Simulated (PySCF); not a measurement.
Positional isomers: phenanthrene mercapto. All species are isolated molecules in the gas phase. One relaxed conformer stands for each flexible species; it need not be the lowest. Strings in code marks are SMILES.

The LUMO from two functionals at the same geometries (PBE0-D4/def2-SVP), both in PySCF: PBE-D3(BJ)/def2-SVP and B3LYP-D3(BJ)/def2-SVP. B3LYP has the VWN-RPA correlation part, as in Gaussian. 

```csv
species,B3LYP-D3(BJ)/def2-SVP (eV)
`Sc1cc2ccccc2c2ccccc12` (H–S–C–C torsion 128°),-1.47
`Sc1ccc2c(ccc3ccccc32)c1` (H–S–C–C torsion 0°),-1.34
`c1cc2ccc3c(cc(cc3)S)c2cc1` (H–S–C–C torsion 180°),-1.29
`Sc1cccc2c1ccc1ccccc12` (H–S–C–C torsion 127°),-1.50
```

Problem. What does PBE-D3(BJ)/def2-SVP give for each?

Solution. 
- `Sc1cc2ccccc2c2ccccc12` (H–S–C–C torsion 128°): -2.13
- `Sc1ccc2c(ccc3ccccc32)c1` (H–S–C–C torsion 0°): -2.01
- `c1cc2ccc3c(cc(cc3)S)c2cc1` (H–S–C–C torsion 180°): -1.95
- `Sc1cccc2c1ccc1ccccc12` (H–S–C–C torsion 127°): -2.16
Over these rows, drawn at random from the members with no instability flagged (it was tested for open shells, ions and some series alone), PBE minus B3LYP-D3(BJ): mean -0.66 eV, from -0.67 eV to -0.66 eV.
